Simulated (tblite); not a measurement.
C4H5NO2S.
Structure used (GFN2-xTB), in Å, numbered top down from 1:
```xyz
13
C4H5NO2S angstrom
C     -2.0705    0.0092   -0.5381
S     -1.2300   -0.8025    0.8936
O     -1.4744    0.0422    2.0615
C      0.4144   -0.3203    0.3265
C      1.3477    0.4282    0.9781
O      2.4404    0.4981    0.1916
C      2.1273   -0.2131   -0.8957
N      0.9423   -0.7241   -0.8705
H     -1.6646   -0.4261   -1.4433
H     -1.8888    1.0772   -0.4970
H     -3.1340   -0.1900   -0.4591
H      1.3430    0.9309    1.9218
H      2.8427   -0.3091   -1.6871
```

All values are computed: GFN2-xTB (tblite) harmonic vibrations without scaling, gas phase. Errors from tens to a few hundred cm⁻¹ against measured bands are possible. One conformer, not necessarily the lowest.

Harmonic wavenumbers (cm⁻¹): 46.4, 122.2, 133.3, 167.2, 270.8, 334.0, 364.1, 480.8, 621.8, 667.6, 669.6, 770.8, 812.6, 885.4, 888.2, 901.9, 960.4, 1033.2, 1117.2, 1138.0, 1141.5, 1195.0, 1276.4, 1293.6, 1431.2, 1445.9, 1465.9, 1527.6, 3057.3, 3069.4, 3084.2, 3186.4, 3205.9.

A = 4065, B = 1266, C = 1059 MHz; mass 131.004 u (most abundant isotopes); point group C1, symmetry number 1.

Task: Zero-point energy?

Result: ½Σν̃ = 19383 cm⁻¹ = 55.42 kcal/mol.

Task: Entropy at 400 K, 1 bar (ideal gas, RRHO, classical rotation)?

Result: Translation 42.01, rotation 29.34, vibration 27.99: S = 99.3 cal/(mol K).

Task: And Cp and H(400 K) − H(0)?

Result: Cp = 37.06 cal/(mol K), of which vibrations give 29.11 (their classical limit is 33 R = 65.6); H(400 K) − H(0) = 9.04 kcal/mol without the zero-point energy, 5.86 from vibrations.

Task: How do the functions run with temperature in this model?

Result: 
| T (K) | S (cal/(mol K)) | Cp (cal/(mol K)) | H − H(0) (kcal/mol) | G − H(0) (kcal/mol) | ln q(vib) |
| --- | --- | --- | --- | --- | --- |
| 100 | 66.3 | 15.6 | 1.15 | -5.48 | 1.20 |
| 200 | 79.2 | 22.5 | 3.05 | -12.79 | 3.04 |
| 300 | 89.7 | 30.0 | 5.67 | -21.24 | 4.87 |
| 500 | 108.3 | 42.9 | 13.04 | -41.09 | 8.55 |
| 800 | 131.1 | 54.1 | 27.77 | -77.13 | 13.84 |
| 1000 | 143.7 | 58.5 | 39.06 | -104.65 | 17.09 |

q(vib) and H(0) count from the zero-point level.

Task: What must be added to the electronic energy to get the Gibbs energy at 400 K and 1 bar?

Result: ZPE + [H(400 K) − H(0)] − T·S = 55.42 + 9.04 − 39.74 = 24.72 kcal/mol.

Task: Which modes carry the vibrational entropy at 400 K?

Result: 46.4 cm⁻¹: 5.55; 122.2 cm⁻¹: 3.64; 133.3 cm⁻¹: 3.47; 167.2 cm⁻¹: 3.03; 270.8 cm⁻¹: 2.12; 334.0 cm⁻¹: 1.74 cal/(mol K); the other 27 give 8.45 together.

Hindered rotation and anharmonicity are outside this model. Other conformers, if any are populated, would add a mixing term that is left out. The structure is chiral; the term R ln 2 for an equal mix with its mirror image is left out.

Hardware: an Arm Neoverse V1 with one thread, no GPU, shared host with 32 logical CPUs at a one-minute load of 6.3. Cost: 0.36 s. This covers the Hessian and the dipole derivatives.
